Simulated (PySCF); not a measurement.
**Computed vibrations of [Gd(H2S)2]3+**

[Gd(H2S)2]3+ (singlet in the valence; each metal's 4f electrons, 7 of them, lie in its core potential, out of spins and levels). PySCF 2.14.0, RKS BP86, Gd lcecp-1-SVP with ECP53, S def2-SVP, H def2-SVP; non-relativistic Hamiltonian with scalar-relativistic core potentials where named; density fitting; no spin-orbit coupling. Central differences of gradients.

```xyz
7

Gd   -0.5306    0.0000    0.0000
S     1.2402    0.1416    2.2064
H     1.7439    1.4300    2.2871
H     0.4819    0.1869    3.3660
S     1.2402   -0.1416   -2.2064
H     1.7439   -1.4300   -2.2871
H     0.4819   -0.1869   -3.3660
```

Run from Python with OMP_NUM_THREADS=2. Where DIIS fails, smearing, a level shift and second-order steps follow.
It took 59 s on 2 threads of Arm Neoverse V2, on a shared host.

(1) What are the harmonic wavenumbers and infrared intensities?

(2) Is this a minimum?

An lcecp potential fixes the number of 4f electrons, so in runs with it no electron can move into or out of that shell.

Answers

(1) Modes are labelled in C2; negative numbers are unstable modes, those under 60 cm⁻¹ near the noise; a finer grid moves soft modes by up to 10 cm⁻¹.
```
cm⁻¹  km/mol  symmetry
 -39       –         b
  29     0.3         a
  83    30.8         a
 202     3.8         a
 206    16.5         b
 404    77.8         b
 406    83.6         a
 507     0.3         b
 513     0.2         a
1083     2.0         a
1085    24.6         b
2441   676.3         b
2448     2.0         a
2468   136.6         a
2468   221.8         b
```

(2) Probably not: 1 unstable, though so soft as to be near the noise; the lowest moves the atoms so:
```
Gd   0.00  0.01  0.00
S    0.02 -0.01 -0.01
H   -0.38  0.13  0.28
H    0.03 -0.51  0.02
S   -0.02 -0.01 -0.01
H    0.38  0.13  0.28
H   -0.03 -0.51  0.02
```
